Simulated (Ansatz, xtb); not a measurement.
## Ranking isomers of C4H8GeO

3 gas-phase structures of C4H8GeO, from a drawn sample of its isomers (lower ones may exist). Each was relaxed with GFN2-xTB; where two conformers were screened, the lower at r2SCAN-D4/def2-SVP is listed:

A. `C=C[C@@H]1O[C@H]1[GeH3]`, a singlet
B. `C=C[C@@]1([GeH3])CO1`, a singlet
C. `C=C[C@@H]1O[C@@H]1[GeH3]`, a singlet

Q: Estimate their order in r2SCAN-D4/def2-SVP energy at these geometries, lowest first.

A: Calculated order at r2SCAN-D4/def2-SVP: A (0.0), B (1.1), C (6.8) kJ/mol. Less than 1 kcal/mol parts A and B, so the order within that pair means little.

Energies above the lowest of each column, in kJ/mol; the last columns are at B3LYP-D3(BJ)/def2-SVP geometries:

```json
{"structure": "A", "GFN2-xTB": "1.0", "HF/STO-3G": "0.0", "r2SCAN-D4/def2-SVP": "0.0", "B3LYP-D3(BJ)/def2-SVP": "0.0", "CCSD(T)/def2-SVP + ΔMP2/def2-TZVPP": "0.0"}
{"structure": "B", "GFN2-xTB": "3.5", "HF/STO-3G": "11.6", "r2SCAN-D4/def2-SVP": "1.1", "B3LYP-D3(BJ)/def2-SVP": "1.4", "CCSD(T)/def2-SVP + ΔMP2/def2-TZVPP": "0.8"}
{"structure": "C", "GFN2-xTB": "0.0", "HF/STO-3G": "6.5", "r2SCAN-D4/def2-SVP": "6.8", "B3LYP-D3(BJ)/def2-SVP": "3.8", "CCSD(T)/def2-SVP + ΔMP2/def2-TZVPP": "4.2"}
```

Every level run on A puts it lowest or level with the lowest. Flexible structures stand in one conformer each, not always the lowest. ΔMP2 is the change of the MP2 energy from the smaller to the larger basis.

Programs: Ansatz 0.2.0, xtb 6.7.1.
